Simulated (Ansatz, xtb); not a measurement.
**CH3OSb: 5 structures ranked**

5 gas-phase structures of CH3OSb, found in a search over its isomers (lower ones may exist). Each was relaxed with GFN2-xTB; where two conformers were screened, the lower at r2SCAN-D4/def2-SVP is listed:

A. `C=[O+][SbH-]`, a singlet
B. `[CH2]=[Sb][OH]`, a singlet
C. `[CH2]1[O][SbH]1`, a singlet
D. a singlet given by its coordinates
E. `[CH3][Sb]=[O]`, a singlet

D (Å):

```json
{"atom": "C", "x (Å)": "-1.1076", "y (Å)": "-2.1482", "z (Å)": "0.4923"}
{"atom": "O", "x (Å)": "0.1076", "y (Å)": "-2.7336", "z (Å)": "0.1511"}
{"atom": "Sb", "x (Å)": "1.3850", "y (Å)": "-3.4999", "z (Å)": "1.4891"}
{"atom": "H", "x (Å)": "-0.9742", "y (Å)": "-1.2756", "z (Å)": "1.1378"}
{"atom": "H", "x (Å)": "-1.5800", "y (Å)": "-1.8238", "z (Å)": "-0.4371"}
{"atom": "H", "x (Å)": "-1.7750", "y (Å)": "-2.8547", "z (Å)": "0.9938"}
```

Close contacts (Å): C1–O2 1.39, O2–Sb3 2.00, C1–H4 1.09, C1–H5 1.09, C1–H6 1.09.

Q: Which do you expect lowest at r2SCAN-D4/def2-SVP, and how would the others follow?

A: Calculated order at r2SCAN-D4/def2-SVP: B (0.0), C (6.5), E (8.1), D (18.2), A (21.0) kcal/mol.

Energies above the lowest of each column, in kcal/mol; the last columns are at B3LYP-D4/def2-TZVP geometries and were run for some of them only (a dash: not run or not comparable):

```json
{"structure": "B", "GFN2-xTB": "18.2", "HF/STO-3G": "25.1", "r2SCAN-D4/def2-SVP": "0.0", "B3LYP-D4/def2-TZVP": "0.0", "CCSD(T)/def2-TZVPP": "0.0"}
{"structure": "C", "GFN2-xTB": "17.2", "HF/STO-3G": "0.0", "r2SCAN-D4/def2-SVP": "6.5", "B3LYP-D4/def2-TZVP": "10.7", "CCSD(T)/def2-TZVPP": "–"}
{"structure": "E", "GFN2-xTB": "0.9", "HF/STO-3G": "22.2", "r2SCAN-D4/def2-SVP": "8.1", "B3LYP-D4/def2-TZVP": "3.5", "CCSD(T)/def2-TZVPP": "4.9"}
{"structure": "D", "GFN2-xTB": "0.0", "HF/STO-3G": "17.8", "r2SCAN-D4/def2-SVP": "18.2", "B3LYP-D4/def2-TZVP": "18.5", "CCSD(T)/def2-TZVPP": "–"}
{"structure": "A", "GFN2-xTB": "27.8", "HF/STO-3G": "37.1", "r2SCAN-D4/def2-SVP": "21.0", "B3LYP-D4/def2-TZVP": "–", "CCSD(T)/def2-TZVPP": "–"}
```

CCSD(T)/def2-TZVPP puts B lowest of those it was run on; GFN2-xTB picks D, HF/STO-3G picks C. Flexible structures stand in one conformer each, not always the lowest. Frequencies (B3LYP-D4/def2-TZVP) were run for B, E alone. Large T1 diagnostics make some coupled-cluster values less sure. Atoms past krypton carry core potentials in the def2 sets, without spin–orbit terms.

Over these structures GFN2-xTB departs from r2SCAN-D4/def2-SVP by 11.8 kcal/mol on average once a common shift is removed. A GFN2-xTB relaxation took about 0.11 s and the r2SCAN-D4/def2-SVP energy about 1.2 s on a shared host (Ansatz 0.2.0, xtb 6.7.1).
